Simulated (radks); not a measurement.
Values are calculated unless marked as measured or tabulated.
Initial-state core-level shifts of the niobium ion Nb3+ when its valence configuration changes from [Kr] 4d2. Level of theory: scalar-relativistic Kohn-Sham, LDA (Slater exchange, Perdew-Wang correlation), spin-unpolarised, spherical densities, finite nucleus; Fermi nuclear charge, rms radius 4.324 fm (a radial shooting solver on a logarithmic mesh with Libxc functionals). Shifts are changes of the shell-averaged eigenvalues in eV (positive: less bound); the change of the density at the nucleus, which sets a Mossbauer isomer shift, is in e/bohr^3, on a base of 8.369e+04.

| valence | 2s | 2p | 3s | 3d | density at nucleus |
|---|---|---|---|---|---|
| 4d1 5s1 | -5.073 | -5.047 | -4.862 | -4.897 | +24.932 |
| 5s2 | -10.501 | -10.449 | -10.022 | -10.098 | +53.323 |
| 4d1.5 5p0.5 | -3.048 | -3.033 | -2.955 | -2.971 | +1.665 |
| 4d1 5p1 | -6.166 | -6.134 | -5.965 | -5.999 | +3.480 |
| 4d0.5 5p1.5 | -9.368 | -9.319 | -9.042 | -9.095 | +5.456 |
